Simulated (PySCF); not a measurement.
Computed shifts of a molecule C3H6BFO2, PBE/pcSseg-1 run with PySCF, GIAO, gas phase, equivalent atoms averaged, in ppm (number of nuclei): ¹³C: 76.1 (1), 17.2 (2). ¹⁹F: -258.1 (1). ¹H: 5.57 (1), 3.93 (1), 1.32 (2), 1.21 (2). References: ¹⁷O against H2O (σ = 334.3 ppm); ¹¹B against BF3 (σ = 83.9 ppm); ¹³C against TMS (σ = 182.0 ppm); ¹⁹F against CFCl3 (σ = 133.6 ppm); ¹H against TMS (σ = 31.49 ppm), references at their B3LYP-D3(BJ)/def2-TZVP geometries, non-relativistic. Geometry optimised at B3LYP-D3(BJ)/def2-SVP. One conformer was computed; it need not be the lowest.

**Question.** Which molecule gave these data?
A. OB(O)C1(F)CC1
B. CB(F)CC(=O)O
C. O=CCCB(O)F
D. OB(F)C1COC1

**Answer.** A, OB(O)C1(F)CC1
